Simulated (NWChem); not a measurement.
System meant: C₃H₄BFO; SMILES C1[C@@H](F)B(C=1)O

The following NWChem deck was run.

```
start job
memory heap 200 mb stack 900 mb global 1100 mb
geometry units angstroms noautosym nocenter noautoz
  O      0.990711     1.768915    -0.132649
  B      0.077922     0.821051     0.149915
  C     -1.437792     0.683951    -0.097882
  C     -1.243750    -0.659135    -0.102142
  C      0.144577    -0.753046     0.480398
  F      1.045104    -1.524698    -0.230950
  H      1.895775     1.466071    -0.001116
  H     -2.336975     1.250990    -0.344526
  H     -1.885972    -1.482660    -0.445026
  H      0.156682    -1.092105     1.530175
end
basis spherical
  * library def2-svp
end
dft
  xc m06-l
  iterations 150
end
property
  shielding
end
task dft property
```

End of the output:

```
 Vector   25  Occ=0.000000D+00  E= 4.846285D-02
              MO Center=  1.5D+00,  1.1D+00,  1.8D-02, r^2= 4.2D+00
   Bfn.  Coefficient  Atom+Function         Bfn.  Coefficient  Atom+Function
  ----- ------------  ---------------      ----- ------------  ---------------
    86      1.163408   7 H  s                17      0.751986   2 B  s
     3     -0.678701   1 O  s                45      0.559544   4 C  s
    31     -0.462874   3 C  s                59     -0.422358   5 C  s
    96     -0.389465   9 H  s                21     -0.379377   2 B  px
     7     -0.291806   1 O  px               35     -0.256894   3 C  px

 center of mass
 --------------
 x =   0.08628800 y =  -0.00503725 z =  -0.01645493

 moments of inertia (a.u.)
 ------------------
         477.282665901574           8.201934611942           2.075572487631
           8.201934611942         356.814203559384           5.363514880628
           2.075572487631           5.363514880628         782.500563611239

     Multipole analysis of the density
     ---------------------------------

     L   x y z        total         alpha         beta         nuclear
     -   - - -        -----         -----         ----         -------
     0   0 0 0     -0.000000    -22.000000    -22.000000     44.000000

     1   1 0 0     -0.091607     -0.356620     -0.356620      0.621633
     1   0 1 0      0.046597     -0.266972     -0.266972      0.580541
     1   0 0 1      0.331474      0.135895      0.135895      0.059685

     2   2 0 0    -21.438186   -103.852157   -103.852157    186.266128
     2   1 1 0      2.361732     -0.327511     -0.327511      3.016754
     2   1 0 1      1.132414     -0.755495     -0.755495      2.643404
     2   0 2 0    -27.883145   -130.441677   -130.441677    233.000209
     2   0 1 1     -0.125651      2.981114      2.981114     -6.087878
     2   0 0 2    -24.778445    -21.131437    -21.131437     17.484429

          -----------------------------------------
          Chemical Shielding Tensors (GIAO, in ppm)
          -----------------------------------------

 ------------------------------------------------------------------------
  xm06: d2 not coded                    0
 ------------------------------------------------------------------------
 ------------------------------------------------------------------------
  current input line :
    25: task dft property
 ------------------------------------------------------------------------
 ------------------------------------------------------------------------
 This error has not yet been assigned to a category
 ------------------------------------------------------------------------
 For more information see the NWChem manual at https://nwchemgit.github.io

0: xm06: d2 not coded:Received an Error in Communication
```

Problem. What is wrong, and how is it mended?

Solution. The program stopped with an error. Cause: this functional's second derivatives, which shieldings need, aren't coded here; the fix takes a hybrid GGA instead. This input runs:
```
start job
memory heap 200 mb stack 900 mb global 1100 mb
geometry units angstroms noautosym nocenter noautoz
  O      0.990711     1.768915    -0.132649
  B      0.077922     0.821051     0.149915
  C     -1.437792     0.683951    -0.097882
  C     -1.243750    -0.659135    -0.102142
  C      0.144577    -0.753046     0.480398
  F      1.045104    -1.524698    -0.230950
  H      1.895775     1.466071    -0.001116
  H     -2.336975     1.250990    -0.344526
  H     -1.885972    -1.482660    -0.445026
  H      0.156682    -1.092105     1.530175
end
basis spherical
  * library def2-svp
end
dft
  xc pbe0
  iterations 150
end
property
  shielding
end
task dft property
```
It converges to -316.05789 Ha (PBE0/def2-SVP, GIAO).
